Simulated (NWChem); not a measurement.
Molecule: C$_{2}$H$_{4}$BrCl; SMILES C[C@@H](Cl)Br

Results from NWChem. Coordinates come from a PBE0/def2-SVP optimisation. Level: M06-2X/def2-SVP with COSMO at NWChem's default radii, gas-phase geometry; the question gives the dielectric constant.

Problem. Estimate the computed values for dielectric constant 11.7. Quantities: electrostatic solvation energy (kcal/mol); dipole in solution (D).

Solution. 
```json
{
  "electrostatic solvation energy (kcal/mol)": "-3.0",
  "dipole in solution (D)": "2.61"
}
```
